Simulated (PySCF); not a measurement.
Cl3FGe.

```xyz
5

F      0.0000     0.0000     1.9182
Ge     0.0000     0.0000     0.1929
Cl     1.7585     1.0153    -0.4595
Cl    -1.7585     1.0153    -0.4595
Cl     0.0000    -2.0306    -0.4595
```
Charge 0, spin multiplicity 1.

Geometry optimised at B3LYP-D3(BJ)/def2-SVP.

These are PBE/pcSseg-1 run with PySCF values and carry that method's errors. Non-relativistic, no solvent.

Give the absolute GIAO shielding of each atom: isotropic value and principal components (ppm). (The exact figures need the calculation; the answer reports its results.)


| atom | σ(iso) | σ11 | σ22 | σ33 | span |
|---|---|---|---|---|---|
| F1 | 204.2 | 143.6 | 143.6 | 325.5 | 181.9 |
| Ge2 | 1172.0 | 1131.4 | 1192.3 | 1192.3 | 60.9 |
| Cl3 | 677.9 | 502.0 | 536.9 | 994.9 | 492.8 |
| Cl4 | 677.9 | 502.0 | 536.9 | 994.9 | 492.8 |
| Cl5 | 677.9 | 502.0 | 536.9 | 994.9 | 492.8 |
